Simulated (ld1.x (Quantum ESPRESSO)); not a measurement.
**Varying the PAW potential for gold (Au)**

Base potential:

- Element: Au (Z = 79)
- Generator: ld1.x (Quantum ESPRESSO) 7.5
- Type: PAW
- Functional: LDA (PZ)
- Relativity: scalar-relativistic
- Frozen core: [Xe] 4f14
- Valence charge: 11
- Reference configuration: 5d10 6s0 6p0 (charge +1)
- Partial waves: 6s (bound, empty): rcut 1.75, rcutus 2.30 bohr; 6s channel at 0.25 Ry: rcut 1.75, rcutus 2.30 bohr; 6p (bound, empty): rcut 2.95, rcutus 3.20 bohr; 6p channel at -0.05 Ry: rcut 2.95, rcutus 3.20 bohr; 5d (bound): rcut 1.85, rcutus 2.05 bohr; 5d channel at 0.35 Ry: rcut 1.85, rcutus 2.05 bohr
- Local potential: all-electron potential smoothed inside 2.75 bohr (lloc = -1)
- Core correction: a·sin(br)/r model core, default radius (core density twice the valence density)
- Augmentation charge: PSQ, inside the norm-conserving radii

Cutoffs, loose and tight: the cutoffs (Ry, on a coarse ladder) from which the occupation-weighted sum of valence levels, in a spherical-Bessel basis at the reference potential, stays within 10 and 1 mRy of its value at 400 Ry. They do not see the model core or the augmentation charge, which bear on the density cutoff. Test errors are all-electron minus pseudo excitation energies from the reference, over the configurations 5d10 6s1 6p0; 5d9 6s0 6p0; 5d8 6s0 6p0; 5d10 6s0 6p1; 5d9 6s2 6p0; 5d7 6s0 6p0; 5d9 6s1 6p0 (two spin-polarised tests are not counted in the largest error). A dash means not determined; rows that change the core or the reference have their own tests. The largest error is taken over the tests solved by every variant that gives reliable tests at all: 5d10 6s0 6p1; 5d7 6s0 6p0; 5d8 6s0 6p0; 5d9 6s0 6p0.

Cutoffs are not given where the Bessel-basis levels miss the radial ones by over 6 mRy, ghosts where they miss by over 20 mRy; a channel whose overlap is not positive is not tested.

The default core radius of the base comes out at 1.02 bohr.

A file whose overlap is not positive is unfit for use, and its test errors describe a broken file.

```csv
change,outcome,"cutoff, loose","cutoff, tight",bound ghosts,largest test error (meV)
base,generated,30 Ry,45 Ry,none,-633
"augmentation BESSEL, radius 1.80 bohr",generated,30 Ry,45 Ry,none,-634
"all radii but the core radius scaled by about 0.77 (s 1.76, p 2.46, d 1.58 bohr, rcut 1.34/2.26/1.42); local potential all-electron potential smoothed inside 2.12 bohr (lloc = -1)","generated, overlap not positive",–,–,not determined (overlap not positive),-620
"waves 6s (bound): rcut 1.75, rcutus 2.60 bohr; 6s channel at 0.25 Ry: rcut 1.75, rcutus 2.60 bohr",generated,30 Ry,45 Ry,none,-633
"waves 6p (bound): rcut 2.95, rcutus 4.44 bohr; 6p channel at -0.05 Ry: rcut 2.95, rcutus 4.44 bohr",generated,30 Ry,45 Ry,none,-633
core correction a·sin(br)/r model core inside 1.80 bohr,generated,30 Ry,45 Ry,none,-633
```

Question: What comes out with this change to the base: waves 5d (bound): rcut 1.85, rcutus 2.18 bohr; 5d channel at 0.35 Ry: rcut 1.85, rcutus 2.18 bohr?

Answer: outcome: generated; cutoff, loose: 25 Ry; cutoff, tight: 40 Ry; bound ghosts: none; largest test error (meV): -658.
